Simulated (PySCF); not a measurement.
**¹⁷O chemical shifts**

Computed data (PySCF 2.14.0 with density-fitted response routines): σ from GIAO-PBE0/pcSseg-1, coordinates at the GFN2-xTB level. Rapidly exchanging positions averaged, no solvent, non-relativistic Hamiltonian, a single conformation.

Shieldings were converted by a linear fit to measured shifts: ¹⁷O (scatter 10.7 ppm rms, 12.2 ppm with the 3 outliers that the fit left out vs liquid water, solution or neat liquid). Occasional misses reach two or three times the rms, and more in compound classes unlike the fitted ones.

Task: Give the ¹⁷O shifts of `CO[P@@]1(=O)OCC[C@H](C)O1`, `COC1=CCNC1`, `C[Si](C)(O)S`, `C#C[SiH2]O[SiH2]O[SiH3]`.

Result: 
```csv
compound,environment,δ (ppm)
[CH3:1][O:2][P@@:3]1(=[O:4])[O:5][CH2:6][CH2:7][C@H:8]([CH3:9])[O:10]1,O4: P=O oxygen,83.3
[CH3:1][O:2][P@@:3]1(=[O:4])[O:5][CH2:6][CH2:7][C@H:8]([CH3:9])[O:10]1,"O10: oxygen bonded to C, P, in a 6-membered ring",76.6
[CH3:1][O:2][P@@:3]1(=[O:4])[O:5][CH2:6][CH2:7][C@H:8]([CH3:9])[O:10]1,"O5: oxygen bonded to C, P, in a 6-membered ring",48.2
[CH3:1][O:2][P@@:3]1(=[O:4])[O:5][CH2:6][CH2:7][C@H:8]([CH3:9])[O:10]1,"O2: oxygen bonded to C, P",21.9
COC1=CCNC1,ether oxygen,55.6
C[Si](C)(O)S,"oxygen bonded to Si, H",6.8
[CH:1]#[C:2][SiH2:3][O:4][SiH2:5][O:6][SiH3:7],O4: oxygen bonded to 2 Si,18.2
[CH:1]#[C:2][SiH2:3][O:4][SiH2:5][O:6][SiH3:7],O6: oxygen bonded to 2 Si,-1.2
```
